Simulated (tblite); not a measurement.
Parent: `[CH3:1][C:2](=[O:3])[c:4]1[cH:5][cH:6][cH:7][cH:8][p:9]1` with C1–C2–C4–C5 180°, C7H7OP.

Computed geometry: GFN2-xTB, gas phase. One conformer each, not checked by frequencies here.

```json
{"coordinate of the parent": "C1–C2", "value": "1.507 Å"}
{"coordinate of the parent": "C2=O3", "value": "1.211 Å"}
{"coordinate of the parent": "C2–C4", "value": "1.486 Å"}
{"coordinate of the parent": "C4–C5", "value": "1.391 Å"}
{"coordinate of the parent": "C5–C6", "value": "1.381 Å"}
{"coordinate of the parent": "C6–C7", "value": "1.388 Å"}
{"coordinate of the parent": "C7–C8", "value": "1.378 Å"}
{"coordinate of the parent": "C8–P9", "value": "1.734 Å"}
{"coordinate of the parent": "C4–P9", "value": "1.750 Å"}
{"coordinate of the parent": "C1–C2–O3", "value": "122.2°"}
{"coordinate of the parent": "C1–C2–C4", "value": "116.2°"}
{"coordinate of the parent": "O3–C2–C4", "value": "121.6°"}
{"coordinate of the parent": "C2–C4–C5", "value": "116.9°"}
{"coordinate of the parent": "C2–C4–P9", "value": "119.4°"}
{"coordinate of the parent": "C5–C4–P9", "value": "123.6°"}
{"coordinate of the parent": "C4–C5–C6", "value": "124.7°"}
{"coordinate of the parent": "C5–C6–C7", "value": "122.4°"}
{"coordinate of the parent": "C6–C7–C8", "value": "123.2°"}
{"coordinate of the parent": "C7–C8–P9", "value": "125.8°"}
{"coordinate of the parent": "C4–P9–C8", "value": "100.3°"}
```

Q: How does the shared frame change in `[CH3:1][C:2](=[O:3])[c:4]1[cH:5][cH:6][c:7]([CH:8]=[O:9])[cH:10][p:11]1` with C1–C2–C4–C5 180°, C6–C7–C8–O9 180°, C8H7O2P? Atoms pair as C1 = C1, C2 = C2, O3 = O3, C4 = C4, C5 = C5, C6 = C6, C7 = C7, C8 = C10, P9 = P11 (parent first).

A: 
| parent | relative | value in the relative | change |
| --- | --- | --- | --- |
| C1–C2 | C1–C2 | 1.505 Å | -0.002 |
| C2=O3 | C2=O3 | 1.210 Å | -0.001 |
| C2–C4 | C2–C4 | 1.490 Å | +0.004 |
| C4–C5 | C4–C5 | 1.392 Å | +0.001 |
| C5–C6 | C5–C6 | 1.379 Å | -0.002 |
| C6–C7 | C6–C7 | 1.396 Å | +0.008 |
| C7–C8 | C7–C10 | 1.388 Å | +0.010 |
| C8–P9 | C10–P11 | 1.729 Å | -0.005 |
| C4–P9 | C4–P11 | 1.753 Å | +0.003 |
| C1–C2–O3 | C1–C2–O3 | 122.5° | +0.3 |
| C1–C2–C4 | C1–C2–C4 | 116.1° | -0.1 |
| O3–C2–C4 | O3–C2–C4 | 121.4° | -0.2 |
| C2–C4–C5 | C2–C4–C5 | 116.7° | -0.2 |
| C2–C4–P9 | C2–C4–P11 | 119.3° | -0.1 |
| C5–C4–P9 | C5–C4–P11 | 124.0° | +0.4 |
| C4–C5–C6 | C4–C5–C6 | 124.6° | -0.1 |
| C5–C6–C7 | C5–C6–C7 | 122.4° | 0.0 |
| C6–C7–C8 | C6–C7–C10 | 122.8° | -0.4 |
| C7–C8–P9 | C7–C10–P11 | 126.1° | +0.3 |
| C4–P9–C8 | C4–P11–C10 | 100.0° | -0.3 |

Of the parent's bonds, C7–C8 changes most (+0.010 Å). Bonds of the relative outside the shared frame: C7–C8 1.476, C8=O9 1.203 Å. Point group Cs → Cs.
